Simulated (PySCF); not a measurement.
## Radial density of Fe (iron, neutral)

HSE06, [Ar] 3d5 4s2 5s1, 5s spin antiparallel (an excited configuration). Calculation: PySCF 2.14, in aug-cc-pVDZ-DK (7s6p4d2f, 59 functions); the spin-free X2C one-electron Hamiltonian (Gaussian nucleus).

```csv
r (bohr),4πr²ρ (e/bohr),4πr²(ρα − ρβ)
0.00104,0.2285,0.0000
0.00175,0.5764,0.0001
0.00294,1.423,0.0001
0.00494,3.390,0.0003
0.00830,7.599,0.0007
0.0140,15.29,0.0013
0.0235,25.53,0.0021
0.0395,31.43,0.0029
0.0665,26.63,0.0081
0.112,26.21,0.0575
0.188,35.05,0.3740
0.316,19.76,1.7506
0.532,14.27,4.3343
0.895,13.58,4.3253
1.51,3.430,1.5733
2.53,1.085,0.1606
4.26,0.2119,-0.0467
7.16,0.1659,-0.1646
12.0,0.04421,-0.0442
20.3,7.626e-05,-0.0001
```

Densities and radii are taken from the X2C orbitals without a picture-change correction, which distorts them close to the nucleus.

The outer electron is Rydberg-like, and this basis confines it to a smaller radius and binds it less than a complete one would. With the s spin flipped the determinant is a mixture of two multiplicities, not a spectroscopic state.
